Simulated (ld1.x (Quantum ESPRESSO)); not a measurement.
The numbers below are computed, except where a source is named.
## Potentials for F compared

Generated with ld1.x 7.5 (TM, RRKJ, ultrasoft, PAW), atompaw 4.2 or ONCVPSP 4.0.1. The cutoff is in Ry: for ld1.x and atompaw files where the sum of valence levels is converged to 10 mRy in a Bessel basis, for ONCV files where the hardest occupied wave has 1 mHa per electron of residual kinetic energy. The error is the largest all-electron minus pseudo excitation energy over each file’s own four to seven test configurations (ionisations up to +4, promotions, holes and added fractions of an electron), all of which were solved. The labels leave out finer settings (local radius, basis sizes, second energies), which also bear on the numbers. Spin-polarised tests are not counted. The rows are a selection from randomly drawn settings: files with unsolved tests, undetermined cutoffs or missed reference levels are left out.

```csv
potential,cutoff (Ry),largest error (meV),bound ghosts
"TM, PBEsol, scalar-relativistic, rc 0.85/1.00 (sp), local smoothed, core correction yes, reference 2s2 2p5",140,+577,none
"PAW, PBEsol, non-relativistic, rc 0.80/1.15 (sp), local smoothed, core correction yes, reference 2s2 2p5",55,-8.9,none
"PAW, PBEsol, non-relativistic, rc 1.00/1.45/1.15 (spd), local smoothed, core correction yes, reference 2s1 2p6",35,-20,none
"PAW, PBE, scalar-relativistic, rc 0.80/1.30 (sp), local smoothed, core correction yes, reference 2s2 2p5",45,-14,none
"RRKJ, revPBE, scalar-relativistic, rc 0.60/1.25/1.00 (spd), local p, core correction no, reference 2s2 2p5",110,+1119,none
"ultrasoft, PBE, scalar-relativistic, rc 0.65/1.10/1.00 (spd), local smoothed, core correction yes, reference 2s2 2p4",80,+22,none
```

Task: Fill in the row for F: TM, PBE, scalar-relativistic, rc 0.65/1.25 (sp), local smoothed, core correction no, reference 2s2 2p5.

Result: cutoff 140 Ry, largest error +1293 meV, bound ghosts: none.

Task: Fill in the row for F: TM, Wu–Cohen, scalar-relativistic, rc 0.80/1.05/0.95 (spd), local p, core correction yes, reference 2s2 2p5.

Result: cutoff 140 Ry, largest error +570 meV, bound ghosts: none.
